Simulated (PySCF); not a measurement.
Compound: C3H6F3OPSi.
Geometry (GFN2-xTB, Å), atoms numbered from 1 in this order:
```xyz
15
C3H6F3OPSi angstrom
O     -0.3075    0.2155   -1.9891
P     -0.2468   -0.4625   -0.6986
C      0.7856    0.3007    0.5649
Si     2.5753    0.2661   -0.1081
C     -1.9195   -0.7021    0.0359
F     -2.3676   -1.9525    0.2074
C     -2.6750    0.3503    0.3104
F     -2.1898    1.5739    0.1590
F     -3.9089    0.3847    0.7782
H      0.1207   -1.8048   -0.7580
H      0.6841   -0.2330    1.5069
H      0.4431    1.3272    0.6954
H      2.9181   -1.1320   -0.3871
H      3.4165    0.7896    0.9688
H      2.6669    1.0870   -1.3078
```

Method used: TDDFT B3LYP/def2-SVPD, vertical, gas phase, core orbitals frozen in the response in PySCF.

Kohn–Sham orbitals with the atoms that hold most of them (Löwdin shares over 4%, at most four atoms; ? is withheld):

```tsv
orbital	ε (eV)	atoms
LUMO+2	-0.13	C5 18%, C7 18%, F6 10%, C3 9%
LUMO+1	-0.37	Si4 17%, P2 14%, C5 10%, C3 8%
LUMO	-0.98	?
HOMO	?	C5 26%, C7 22%, O1 17%, F6 12%
HOMO-1	-8.17	?
HOMO-2	-8.40	O1 49%, P2 15%, C5 13%, F6 6%
HOMO-3	-9.77	C3 27%, Si4 25%, H14 14%, P2 8%
```

Question: Which atoms hold the LUMO, and with what shares?

Answer: C7 (bonded to C and 2 F) 26%; C5 (bonded to C, F and P) 23%; P2 (bonded to 2 C, O and H) 12%; F9 (bonded to C) 7%. By element: carbon 48% or more, phosphorus 12%, fluorine 7% or more.

Question: Which atoms hold the HOMO-1, and with what shares?

Answer: O1 (bonded to P) 63%; P2 (bonded to 2 C, O and H) 15%; C3 (bonded to P, Si and 2 H) 11%.

Question: What is the HOMO energy, and the HOMO–LUMO gap?

Answer: ε(HOMO) = -7.73 eV; the gap is 6.74 eV (0.2478 hartree).

Question: How does S1 compare with the orbital gap of 6.74 eV?

Answer: S1 is at 6.03 eV (f = 0.033), 0.72 eV below the gap, made of HOMO→LUMO (37%), HOMO-2→LUMO (24%), HOMO→LUMO+1 (23%). 

Question: One configuration dominates each of S2 and S6. Which, and how do the shares of the two leading atoms of either orbital change from the occupied to the empty one?

Answer: 
- S2 (6.12 eV, f 0.0069), HOMO-1→LUMO (89%): O1 63% → at most 8%, P2 15% → 12%, C7 at most 4% → 26%, C5 at most 4% → 23%
- S6 (6.84 eV, f 0.0097), HOMO-1→LUMO+1 (71%): O1 63% → at most 8%, P2 15% → 14%, Si4 at most 4% → 17%

Löwdin shares depend on the basis, the more so with diffuse functions.

The run took about 2.5 min of CPU time (one thread, shared machine).

One conformer stands for the species.
